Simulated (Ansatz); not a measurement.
Species: sum formula BNH (charge 0, doublet). It need not be the lowest isomer of its formula. SMILES: [B]=N
Geometry from a B3LYP-D3(BJ)/def2-TZVP (Ansatz, a program for electronic structure) optimisation:
```xyz
3

B      0.0000     0.0000    -0.8356
N      0.0000     0.0000     0.3981
H      0.0000     0.0000     1.3912
```
Charge 0, spin multiplicity 2.

Give the harmonic wavenumbers at B3LYP-D3(BJ)/def2-TZVP (Ansatz, finite differences of forces, unscaled).

445, 445, 1919, 3847 cm⁻¹. Zero-point energy 9.5 kcal/mol.

From these and the geometry, give the ideal-gas thermochemistry at 298.15 K and 1 atm (rigid rotor, harmonic oscillator).

Point group C∞v, rotational symmetry number 1. Rotational constants 43.73, 43.73 GHz. S(trans) 35.68, S(rot) 11.84, S(vib) 1.62, S(elec, spin only) 1.38, S 50.5 cal/(mol K). H(298) - H(0) 2.41 kcal/mol; G - E(el) -3.1 kcal/mol.
